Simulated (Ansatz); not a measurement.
System: SiNH2F, charge 0, singlet. SiNH2F (SMILES [Si](N)F).
B3LYP-D3(BJ)/def2-TZVP minimum from Ansatz (a program for electronic structure):
```
N
H 1 1.0092
H 1 1.0115 2 112.66
Si 1 1.7083 2 122.31 3 -180.00
F 4 1.6302 1 98.58 2 180.00
```
Charge 0, spin multiplicity 1.

Total energies in cc-pV(D+d)Z, 18 correlated electrons, 7 frozen orbitals. Open shells are spin-unrestricted; no spin-orbit coupling. Correlated methods leave the cores frozen. No relativity.

```csv
method,program,energy (Eh),minus CCSDT(Q) (mEh)
HF,Ansatz,-444.05688,475.98
MP2,Ansatz,-444.49691,35.95
CCSD,Ansatz,-444.52019,12.67
CCSD(T),Ansatz,-444.53093,1.93
CCSDT(Q),Ansatz,-444.53286,0.00
```

Rough core times of Ansatz's runs on a shared machine: CCSD(T) under 20 s, CCSDT(Q) 2 min.
